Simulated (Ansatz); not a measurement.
Basis-set series for CH4AlClIN (`N[CH2][Al]([Cl])[I]`). The species carries charge 0 and has multiplicity 1. I takes the def2 core potential. The structure was optimised at the PBE0-D4/def2-TZVP level. It is one conformer, not always the lowest.

| functional | basis | functions | energy (Eh) | HOMO (eV) | LUMO (eV) |
| --- | --- | --- | --- | --- | --- |
| PBE0-D4 | def2-SVP | 110 | -1095.07416 | -6.42 | -1.28 |
| PBE0-D4 | def2-QZVPP | 456 | -1095.46497 | -6.66 | -1.37 |
| ωB97M-V | def2-SVP | 110 | -1095.33007 | -8.66 | 0.44 |
| ωB97M-V | def2-QZVPP | 456 | -1095.72275 | -8.91 | 0.22 |

Problem. Give the rows for def2-TZVPP. (Estimate.)

Solution. Ansatz gave: 
| functional | basis | functions | energy (Eh) | HOMO (eV) | LUMO (eV) |
| --- | --- | --- | --- | --- | --- |
| PBE0-D4 | def2-TZVPP | 252 | -1095.43749 | -6.62 | -1.33 |
| ωB97M-V | def2-TZVPP | 252 | -1095.69633 | -8.87 | 0.33 |

Positive LUMOs are unbound and depend on the basis.
